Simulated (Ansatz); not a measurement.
Ideal-gas functions of BClH$_{2}$OSSi (`ClB1O[SiH2]S1`) at 600 K and 1 bar, from an Ansatz frequency run at PBE0-D4/def2-TZVP.

Molar mass 124.43 g/mol, point group Cs (symmetry number 1), electronic degeneracy 1, moments of inertia 94.974, 290.964, 379.916 u Å². Harmonic wavenumbers (cm⁻¹, unscaled): 130, 244, 374, 485, 515, 579, 603, 666, 775, 833, 973, 1010, 1280, 2261, 2272.

Use S(trans) = R[1.5 ln M + 2.5 ln T − 1.1517]; rotational temperatures θ = 24.2544 K / I; S(rot) = R[ln(√π/σ · √(T³/θAθBθC)) + 1.5]; for each mode x = 1.438777 ν̃/T, S = R[x/(eˣ − 1) − ln(1 − e⁻ˣ)] and H = RT x/(eˣ − 1); 1 cm⁻¹ = 0.0119627 kJ/mol; R = 8.31446 J/(mol·K).

Problem. By hand: the entropy, in J/(mol·K).

Solution. Translation 183.6. Rotation: θ = 0.2554, 0.0834, 0.0638 K, giving 124.5. Vibration, mode by mode: 18.04, 12.89, 9.49, 7.51, 7.07, 6.22, 5.94, 5.25, 4.26, 3.82, 2.93, 2.73, 1.64, 0.24, 0.23, in all 88.3. Electronic 0.0. Sum 396.4 J/(mol·K).

Problem. By hand: H − E and G − E in kJ/mol, counted from the electronic energy.

Solution. Zero-point energy ½ × 13000 × 0.0119627 = 77.8; thermal vibration 29.4; translation, rotation and pV give 4 RT = 20.0. H − E = 127.2 kJ/mol, and G − E = 127.2 − 600 × 396.4/1000 = -110.6 kJ/mol.

Vibration gives 22 % of the entropy, 18.0 J/(mol·K) of it from the mode under 150 cm⁻¹: soft modes count most, and the harmonic formula is weakest for them.
